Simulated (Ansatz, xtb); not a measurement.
## Ranking isomers of ClH3OSiTe

6 gas-phase structures of ClH3OSiTe, found in a search over its isomers (lower ones may exist). Each was relaxed with GFN2-xTB; where two conformers were screened, the lower at r2SCAN-D4/def2-SVP is listed:

A. `[SiH3]O[Te]Cl`, a singlet
B. a singlet given by its coordinates
C. `O[Si@@H](Cl)[TeH]`, a singlet
D. a singlet given by its coordinates
E. `O[SiH2][Te]Cl`, a singlet
F. `Cl[SiH2]O[TeH]`, a singlet

B (Å):

```xyz
7

Cl    0.9880    1.1211    0.7622
O     0.3340    0.7638   -2.1252
Si   -0.5843    0.5927   -0.7984
Te    0.3473   -1.7091    0.2453
H     1.2700    0.9679   -2.1075
H    -0.5959   -3.0504   -0.0700
H    -0.6933   -1.3860    1.4589
```

Close contacts (Å): Cl1–Si3 2.28, Cl1–Te4 2.95, O2–Si3 1.62, Si3–Te4 2.69, O2–H5 0.96, Te4–H6 1.67, Te4–H7 1.63.

D (Å):

```yaml
atoms:
  - { symbol: Cl, position_ang: [1.9655, 0.9308, -0.3761] }
  - { symbol: O, position_ang: [-0.6832, 2.4503, -0.8645] }
  - { symbol: Si, position_ang: [0.2450, 1.8695, 0.1746] }
  - { symbol: Te, position_ang: [-1.0716, -0.6161, 0.7820] }
  - { symbol: H, position_ang: [0.4299, 2.2649, 1.5604] }
  - { symbol: H, position_ang: [-0.5138, -1.1345, -0.6564] }
  - { symbol: H, position_ang: [0.2565, -1.2762, 1.4686] }
```

Close contacts (Å): Cl1–Si3 2.04, O2–Si3 1.51, Si3–Te4 2.88, Si3–H5 1.45, Te4–H6 1.63, Te4–H7 1.63.

Q: Make a reasoned guess at their ranking by r2SCAN-D4/def2-SVP single-point energy.

A: Calculated order at r2SCAN-D4/def2-SVP: C (0.0), E (119.4), F (149.1), B (198.8), D (205.4), A (244.5) kJ/mol.

Energies above the lowest of each column, in kJ/mol; the last columns are at PBE0-D3(BJ)/def2-SVP geometries and were run for some of them only (a dash: not run or not comparable):

```tsv
structure	GFN2-xTB	HF/STO-3G	r2SCAN-D4/def2-SVP	PBE0-D3(BJ)/def2-SVP	CCSD(T)/def2-SVP + ΔMP2/def2-TZVPP
C	0.0	0.0	0.0	0.0	0.0
E	25.8	68.1	119.4	116.6	120.7
F	25.6	136.8	149.1	–	–
B	102.7	250.4	198.8	–	–
D	27.3	395.2	205.4	–	–
A	46.6	195.7	244.5	–	–
```

Every level run on C puts it lowest or level with the lowest. Flexible structures stand in one conformer each, not always the lowest. Frequencies (PBE0-D3(BJ)/def2-SVP) were run for C, E alone. Atoms past krypton carry core potentials in the def2 sets, without spin–orbit terms. ΔMP2 is the change of the MP2 energy from the smaller to the larger basis.

Over these structures GFN2-xTB departs from r2SCAN-D4/def2-SVP by 51.6 kJ/mol on average once a common shift is removed. A GFN2-xTB relaxation took about 0.47 s and the r2SCAN-D4/def2-SVP energy about 6.8 s on a shared host (Ansatz 0.2.0, xtb 6.7.1).
